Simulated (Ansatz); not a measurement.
`[CH3][Ge]([F])([F])[Cl]` + H₂ → `[CH3][GeH]([F])[Cl]` + H–F at 298.15 K and 1 bar (hydrogenolysis of a Ge–F bond).

Computed with Ansatz on PBE0-D4/def2-TZVP structures; ΔE is electronic, products minus reactants. CCSD(T)/CBS is the MP2 limit (def2-TZVPP, def2-QZVPP) plus CCSD(T) − MP2 in def2-TZVPP, frozen cores. This one scheme is used for every species. For Ge outer-core shells are correlated without core-valence functions, which leaves a few kJ/mol of doubt a bond. Scalar relativity is left out up to krypton.

| species | CCSD(T)/CBS energy (Eh) | H − E (kJ/mol) | S (J/(mol·K)) |
| --- | --- | --- | --- |
| `[CH3][Ge]([F])([F])[Cl]` | -2775.47323 | 134.3 | 357.1 |
| H₂ | -1.17544 | 35.1 | 130.4 |
| `[CH3][GeH]([F])[Cl]` | -2676.23424 | 145.9 | 335.5 |
| H–F | -100.39570 | 33.5 | 173.6 |

H − E and S are ideal-gas, rigid-rotor, harmonic terms from PBE0-D4/def2-TZVP, for one conformer and one mirror image of each species. The MP2-based limit puts H₂ 0.8 mEh under its directly extrapolated value; such offsets cancel only in part. 1 Eh = 2625.50 kJ/mol, R = 8.31446 J/(mol·K).

**Question.** By hand: ΔE, ΔH, ΔS and ΔG.

**Answer.** ΔE = (-2676.23424) + (-100.39570) − (-2775.47323) − (-1.17544) = 0.01873 Eh = 49.2 kJ/mol. Δ(H − E) = 145.9 + 33.5 − 134.3 − 35.1 = 10.0, so ΔH = 59.2 kJ/mol. ΔS = 335.5 + 173.6 − 357.1 − 130.4 = 21.6 J/(mol·K). ΔG = 59.2 − 298.15 × (21.6)/1000 = 52.8 kJ/mol.

**Question.** By hand: the equilibrium constant, and the temperature at which ΔG would vanish if ΔH and ΔS stayed fixed.

**Answer.** log₁₀ K = −ΔG/(RT ln 10) = -9.3. ΔG = 0 at ΔH/ΔS = 2741 K, far beyond where these terms or the molecules hold.

ΔH outweighs TΔS. A doubt of 5 kJ/mol in ΔE shifts log₁₀ K by 0.9 here. Other conformers and mirror images would add mixing entropy, several J/(mol·K) or more a flexible species. These are equilibria of isolated gas molecules and say nothing of rates. Largest T1 diagnostic: 0.011 (customary marks: 0.02 for closed shells, 0.045 for open ones).
